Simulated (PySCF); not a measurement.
Point-charge models of `[SiH3][SiH]([SiH3])/C=N/[H]` against its computed dipole.

Coordinates (GFN2-xTB, Å) and charges (e) from the PBE0/pcSseg-1 density (PySCF):

```json
{"atom": "N1", "x": "-1.840", "y": "-1.049", "z": "0.975", "Mulliken": "-0.3398", "IAO": "-0.4187", "Hirshfeld": "-0.2093", "ESP-fitted": "-0.6679"}
{"atom": "C2", "x": "-1.153", "y": "-1.323", "z": "-0.042", "Mulliken": "-0.1984", "IAO": "-0.1966", "Hirshfeld": "-0.0383", "ESP-fitted": "+0.2704"}
{"atom": "Si3", "x": "0.046", "y": "0.006", "z": "-0.678", "Mulliken": "+0.1119", "IAO": "+0.2971", "Hirshfeld": "+0.1800", "ESP-fitted": "+0.1320"}
{"atom": "Si4", "x": "-0.770", "y": "2.059", "z": "0.028", "Mulliken": "+0.2607", "IAO": "+0.3169", "Hirshfeld": "+0.2167", "ESP-fitted": "+0.2030"}
{"atom": "Si5", "x": "2.166", "y": "-0.671", "z": "0.005", "Mulliken": "+0.2420", "IAO": "+0.2996", "Hirshfeld": "+0.2151", "ESP-fitted": "+0.2368"}
{"atom": "H6", "x": "-2.456", "y": "-1.787", "z": "1.322", "Mulliken": "+0.1670", "IAO": "+0.2503", "Hirshfeld": "+0.1146", "ESP-fitted": "+0.3487"}
{"atom": "H7", "x": "-1.197", "y": "-2.300", "z": "-0.550", "Mulliken": "+0.1159", "IAO": "+0.1130", "Hirshfeld": "+0.0390", "ESP-fitted": "+0.0033"}
{"atom": "H8", "x": "-0.037", "y": "-0.156", "z": "-2.149", "Mulliken": "-0.0207", "IAO": "-0.0937", "Hirshfeld": "-0.0798", "ESP-fitted": "-0.0989"}
{"atom": "H9", "x": "-2.224", "y": "2.120", "z": "0.163", "Mulliken": "-0.0413", "IAO": "-0.0820", "Hirshfeld": "-0.0656", "ESP-fitted": "-0.0456"}
{"atom": "H10", "x": "-0.393", "y": "3.116", "z": "-0.920", "Mulliken": "-0.0677", "IAO": "-0.1048", "Hirshfeld": "-0.0796", "ESP-fitted": "-0.0739"}
{"atom": "H11", "x": "-0.182", "y": "2.444", "z": "1.313", "Mulliken": "-0.0609", "IAO": "-0.0957", "Hirshfeld": "-0.0732", "ESP-fitted": "-0.0741"}
{"atom": "H12", "x": "2.361", "y": "-2.126", "z": "0.021", "Mulliken": "-0.0568", "IAO": "-0.0930", "Hirshfeld": "-0.0709", "ESP-fitted": "-0.0809"}
{"atom": "H13", "x": "3.210", "y": "-0.130", "z": "-0.870", "Mulliken": "-0.0581", "IAO": "-0.0976", "Hirshfeld": "-0.0753", "ESP-fitted": "-0.0795"}
{"atom": "H14", "x": "2.468", "y": "-0.203", "z": "1.360", "Mulliken": "-0.0537", "IAO": "-0.0949", "Hirshfeld": "-0.0732", "ESP-fitted": "-0.0733"}
```

Problem. What dipole does each set of charges give (1 e·Å = 4.803 D), and what does the density give?

Solution. The full density gives (-0.29, -1.57, -0.68) D, 1.73 D in size; dipole vectors point from the negative to the positive end.

```tsv
scheme	μx	μy	μz	size (D)	share of the full size (%)	angle to the full dipole (°)
Mulliken	1.49	0.60	-1.14	1.97	114	100
IAO	0.69	-0.21	-1.01	1.24	71	68
Hirshfeld	0.06	-0.48	-0.41	0.63	36	23
ESP-fitted	-0.29	-1.55	-0.69	1.72	99	1
```

Problem. Which set comes closest?

Solution. Length of the difference vector: ESP-fitted 0.02 D, Hirshfeld 1.18 D, IAO 1.71 D, Mulliken 2.85 D. Closest: ESP-fitted. ESP charges are fitted to the potential around the molecule, whose slowest-falling term is the dipole's. 

Problem. What is left for the Hirshfeld atoms' own dipoles?

Solution. The Hirshfeld atoms' densities add up to the full density, so μ = Σ q r + Σ (atomic dipoles). The atomic dipoles sum to (-0.29, -1.57, -0.68) − (0.06, -0.48, -0.41) = (-0.35, -1.09, -0.27) D, 1.18 D in size.

Problem. With the origin at the mean of the coordinates, (0.000, 0.000, -0.002) Å, which are the largest single terms, by size, of the Hirshfeld dipole along the direction of the full one?

Solution. Si4 -1.81, H11 +0.95, H10 +0.92, N1 -0.89, H6 +0.84 D; all 14 atoms together +0.58 D. The single terms depend on the origin, their sum doesn't.

Problem. Give the size of the full dipole in other units.

Solution. 1.73 D = 0.682 au = 0.361 e·Å = 5.79 × 10⁻³⁰ C·m.

Geometry: GFN2-xTB, one conformer, isolated molecule.

The run behind these numbers computed NMR shieldings as well. Hardware: an Arm Neoverse V2 with one thread, shared host. Cost: 20 s wall (with the writing of density and orbital grids), 0.72 GiB resident at most.

Shape of the structure used: `[H]/[N:1]=[CH:2]/[SiH:3]([SiH3:4])[SiH3:5]`: N1–C2–Si3–Si4 -25°.
